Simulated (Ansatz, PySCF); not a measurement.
Pulling on the B1–H2 bond in C2H7B (SMILES BCC) (multiplicity 1 held, fragments rigid). Energies count from the point at 1.195 Å.
Geometry at that point (charge 0, multiplicity 1):
```xyz
10

B     -0.74512     1.00969     0.73932
H     -1.05554     1.26985     1.86306
H     -1.14246     1.71787    -0.13812
C      0.20448    -0.18372     0.45382
C      0.38209    -0.63740    -0.99729
H     -0.03169    -1.02979     1.11034
H      1.16987     0.17618     0.85720
H      0.67431     0.19820    -1.63621
H     -0.55096    -1.03918    -1.39764
H      1.14267    -1.41485    -1.09440
```

U- levels take the lowest unrestricted solution at each point, which mixes spins at long bonds. Active spaces are followed from a long bond inwards. Curves can end on different states.

Cores are frozen in the correlated methods. Rows in 6-31G* carry no dispersion term and start afresh at each structure (6-31G* with six Cartesian d functions). MP2/6-31G* freezes PySCF's default core.

Programs: Ansatz (Gaussian orbitals); PySCF for 6-31G* rows. Values without a source in brackets are computed.

Energies in kcal/mol.

```json
[
 {"R (Å)": "0.956", "R-HF/6-31G*": "25.3", "U-PBE/cc-pVTZ": "24.8", "R-MP2/6-31G*": "25.8", "SC-NEVPT2 on CASSCF(2,2)/cc-pVTZ": "24.7"},
 {"R (Å)": "1.075", "R-HF/6-31G*": "5.0", "U-PBE/cc-pVTZ": "5.3", "R-MP2/6-31G*": "5.3", "SC-NEVPT2 on CASSCF(2,2)/cc-pVTZ": "5.2"},
 {"R (Å)": "1.195", "R-HF/6-31G*": "0.0", "U-PBE/cc-pVTZ": "0.0", "R-MP2/6-31G*": "0.0", "SC-NEVPT2 on CASSCF(2,2)/cc-pVTZ": "0.0"},
 {"R (Å)": "1.314", "R-HF/6-31G*": "3.5", "U-PBE/cc-pVTZ": "2.5", "R-MP2/6-31G*": "3.2", "SC-NEVPT2 on CASSCF(2,2)/cc-pVTZ": "2.8"},
 {"R (Å)": "1.433", "R-HF/6-31G*": "11.7", "U-PBE/cc-pVTZ": "9.3", "R-MP2/6-31G*": "11.0", "SC-NEVPT2 on CASSCF(2,2)/cc-pVTZ": "9.8"},
 {"R (Å)": "1.613", "R-HF/6-31G*": "27.9", "U-PBE/cc-pVTZ": "22.9", "R-MP2/6-31G*": "___", "SC-NEVPT2 on CASSCF(2,2)/cc-pVTZ": "23.9"},
 {"R (Å)": "1.792", "R-HF/6-31G*": "45.6", "U-PBE/cc-pVTZ": "37.7", "R-MP2/6-31G*": "43.3", "SC-NEVPT2 on CASSCF(2,2)/cc-pVTZ": "38.9"},
 {"R (Å)": "2.090", "R-HF/6-31G*": "74.1", "U-PBE/cc-pVTZ": "60.9", "R-MP2/6-31G*": "___", "SC-NEVPT2 on CASSCF(2,2)/cc-pVTZ": "61.6"},
 {"R (Å)": "2.389", "R-HF/6-31G*": "99.7", "U-PBE/cc-pVTZ": "80.1", "R-MP2/6-31G*": "92.0", "SC-NEVPT2 on CASSCF(2,2)/cc-pVTZ": "79.1"},
 {"R (Å)": "2.747", "R-HF/6-31G*": "125.9", "U-PBE/cc-pVTZ": "95.1", "R-MP2/6-31G*": "___", "SC-NEVPT2 on CASSCF(2,2)/cc-pVTZ": "92.9"},
 {"R (Å)": "3.225", "R-HF/6-31G*": "153.9", "U-PBE/cc-pVTZ": "102.7", "R-MP2/6-31G*": "131.8", "SC-NEVPT2 on CASSCF(2,2)/cc-pVTZ": "101.8"},
 {"R (Å)": "3.822", "R-HF/6-31G*": "180.1", "U-PBE/cc-pVTZ": "105.2", "R-MP2/6-31G*": "141.5", "SC-NEVPT2 on CASSCF(2,2)/cc-pVTZ": "105.2"}
]
```

Question: Complete the blanks.

Answer: 
- 2.747, R-MP2/6-31G*: 113.1
- 2.090, R-MP2/6-31G*: 69.6
- 1.613, R-MP2/6-31G*: 26.6

Doubts at one or more of the structures used: a restricted determinant that unrestricted orbitals would lower (R-HF/6-31G*, R-MP2/6-31G*); a spin-contaminated determinant (U-PBE/cc-pVTZ).

Ansatz is a program for electronic structure.
